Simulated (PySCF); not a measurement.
## AsH2Me: 4 charge schemes on one density

AsH2Me, CH₅As.
Geometry (PBE0-D3(BJ)/def2-SVP, Å), atoms numbered from 1 in this order:
```xyz
7
CH5As angstrom
As     0.4699    0.7871    0.8909
H      1.7402    0.8381    0.0457
H     -0.1665    1.9236    0.0946
C     -0.3849   -0.6709   -0.1274
H      0.1136   -1.6164    0.1285
H     -0.3348   -0.5172   -1.2128
H     -1.4374   -0.7443    0.1805
```

Density: PBE0/pcSseg-1 (PySCF); schemes: Mulliken, IAO, Hirshfeld and ESP-fitted. Geometry: PBE0-D3(BJ)/def2-SVP; no solvent, vibrations or thermal averaging. The calculation is non-relativistic, for arsenic too.

Question: For which atoms does the sign change between the 4 schemes (beyond +0.03 e in one, beyond −0.03 e in another)?

Answer: As1, H2 and H3. Atomic charges aren't observables, and each scheme defines them in its own way.

Question: At which atom do the 4 schemes differ most?

Answer: At C4: from -0.600 (IAO) to -0.104 e (ESP-fitted), 0.496 e apart.

Question: Tabulate the Mulliken, IAO, Hirshfeld and ESP-fitted charges.

Answer: In e:

| atom | environment | Mulliken | IAO | Hirshfeld | ESP-fitted |
| --- | --- | --- | --- | --- | --- |
| As1 | arsenic bonded to C and 2 H | -0.064 | +0.217 | +0.123 | -0.190 |
| H2 | hydrogen on As1 | +0.040 | -0.038 | -0.037 | +0.057 |
| H3 | hydrogen on As1 | +0.040 | -0.038 | -0.037 | +0.060 |
| C4 | carbon bonded to As and 3 H | -0.447 | -0.600 | -0.171 | -0.104 |
| H5 | hydrogen on C4 | +0.142 | +0.153 | +0.041 | +0.077 |
| H6 | hydrogen on C4 | +0.146 | +0.152 | +0.041 | +0.024 |
| H7 | hydrogen on C4 | +0.142 | +0.153 | +0.041 | +0.075 |

Mean size of the charges over all atoms: IAO 0.193 e, Mulliken 0.146 e, ESP-fitted 0.084 e, Hirshfeld 0.070 e. Each set sums to the total charge, 0, to within 0.001 e. The IAO scheme counts the electrons in orthogonalised intrinsic atomic orbitals, a minimal basis polarised so that it spans the occupied orbitals exactly.

Question: How many electrons does the Mulliken scheme count on As1?

Answer: Z − q = 33 − (-0.064) = 33.064.

Question: Sum the charges by element, for elements with more than one atom.

Answer: 
```
element  atoms  Mulliken     IAO  Hirshfeld  ESP-fitted
      H      5    +0.511  +0.382     +0.047      +0.293
```
